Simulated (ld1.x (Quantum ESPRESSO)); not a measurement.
**Before and after: ultrasoft potential for arsenic**

- Element: arsenic (As)
- Generator: ld1.x (Quantum ESPRESSO) 7.5
- Type: ultrasoft
- Functional: PBEsol
- Relativity: fully relativistic
- Frozen core: [Ar] 3d10
- Valence charge: 5
- Reference configuration: 4s1 4p4
- Partial waves: 4s (bound): rcut 1.35, rcutus 1.85 bohr; 4s channel at -0.75 Ry: rcut 1.35, rcutus 1.85 bohr; 4p (bound): rcut 1.50, rcutus 2.05 bohr; 4p channel at 0.25 Ry: rcut 1.50, rcutus 2.05 bohr; 4d channel at 0.45 Ry: rcut 1.35, rcutus 1.60 bohr; 4d channel at 2.9 Ry: rcut 1.35, rcutus 1.60 bohr
- Local potential: all-electron potential smoothed inside 1.25 bohr (lloc = -1)
- Core correction: Bessel-smoothed model core inside 1.15 bohr
- Augmentation charge: PSQ, inside the norm-conserving radii

Open shells are filled in proportion to 2j + 1 (rel_dist='average').

All-electron outer shells of the reference configuration (PBEsol, scalar-relativistic, ld1.x):

| shell | level (eV) | outermost node (bohr) | outermost maximum (bohr) |
| --- | --- | --- | --- |
| 3p | -135.16 | 0.22 | 0.52 |
| 3d | -42.29 | – | 0.47 |
| 4s | -15.38 | 0.73 | 1.61 |
| 4p | -5.84 | 0.78 | 1.95 |

Change: core correction none.

Cutoffs: the cutoffs (Ry, on a coarse ladder) from which the occupation-weighted sum of valence levels, in a spherical-Bessel basis at the reference potential, stays within 10 and 1 mRy of its value at 400 Ry; they do not see the model core or the augmentation charge, which bear on the density cutoff. Errors are all-electron minus pseudo energies relative to the spin-unpolarised reference configuration.

Task: How do hardness, ghosts and transferability respond?

Result: The potential gets neither clearly harder nor softer (12 Ry and 18 Ry → 12 Ry and 18 Ry); both files keep a bound ghost (d); of the 7 tests that both files solve, the error grows in 1 and shrinks in 3 by more than 15 % and 0.3 meV (median size 9.2 → 7.1 meV).

```csv
quantity,base,changed
"cutoff, loose",12 Ry,12 Ry
"cutoff, tight",18 Ry,18 Ry
bound ghosts,"d5/2, d3/2","d5/2, d3/2"
"error for 4s2 4p3, meV [ΔE -9.42 eV]",-9.2,+7.1
"error for 4s2 4p2, meV [ΔE -0.26 eV]",-3.6,+3.2
"error for 4s2 4p1, meV [ΔE 17.69 eV]",-8.9,-20
"error for 4s2 4p2.5, meV [ΔE -5.86 eV]",-6.5,+6.6
"error for 4s1 4p0, meV [ΔE 96.04 eV]",-317,-55
"error for 4s2 4p3.3, meV [ΔE -10.65 eV]",-10,+6.6
"error for 4s2 4p0, meV [ΔE 45.41 eV]",-61,-70
s: phases at 2.25 bohr within 0.05 rad from the reference energy up to (Ry; the scan ends near 5),1.1,1.1
p1/2: phases at 2.25 bohr within 0.05 rad from the reference energy up to (Ry; the scan ends near 5),4.7,4.7
p3/2: phases at 2.25 bohr within 0.05 rad from the reference energy up to (Ry; the scan ends near 5),4.7,4.7
d3/2: phases at 2.25 bohr within 0.05 rad from the reference energy up to (Ry; the scan ends near 5),to the end of the scan,to the end of the scan
d5/2: phases at 2.25 bohr within 0.05 rad from the reference energy up to (Ry; the scan ends near 5),to the end of the scan,to the end of the scan
lowest overlap eigenvalue by channel,"s 0.31, p1/2 0.57, p3/2 0.57, d3/2 0.89, d5/2 0.89","s 0.31, p1/2 0.57, p3/2 0.57, d3/2 0.89, d5/2 0.89"
```

 A true bound ghost makes a file unfit for plane-wave use even where its test errors are small: the radial tests pick states by their node count and pass the ghost by.
